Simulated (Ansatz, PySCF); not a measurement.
Caution: the highest occupied level lies above zero, so the state may not be bound. Another site gives an ion 0.07 eV lower (`C=[C-]C=C`) at the level frozen-core CCSD(T)/aug-cc-pVTZ // B3LYP-D3(BJ)/def2-TZVPD (Ansatz, a program for electronic structure).

B3LYP has the VWN-RPA correlation part, as in Gaussian. Delta-SCF ions had no search for a lower state. 

Cartesian coordinates (Å):
SMILES: C=C/C=[C-]/[H]
```xyz
9

C      2.0406     0.3739     0.4263
C      0.8444     0.2498    -0.2106
C     -0.3563    -0.1979     0.4651
C     -1.5889    -0.3585    -0.0571
H      2.7998     0.7306    -0.3019
H      0.6803     0.4755    -1.2815
H     -0.2033    -0.4221     1.5203
H     -2.4241    -0.7025     0.5432
H     -1.7924    -0.1489    -1.1038
```
Charge -1, spin multiplicity 1.

**Question.** What HOMO, total energy and vertical detachment energy (Delta-SCF) does B3LYP-D3(BJ)/def2-TZVPD in PySCF 2.14.0 give?

**Answer.** 
```yaml
HOMO: 0.44 eV
total_energy: -155.4182 Ha
vertical detachment energy (Delta-SCF): 1.58 eV
```
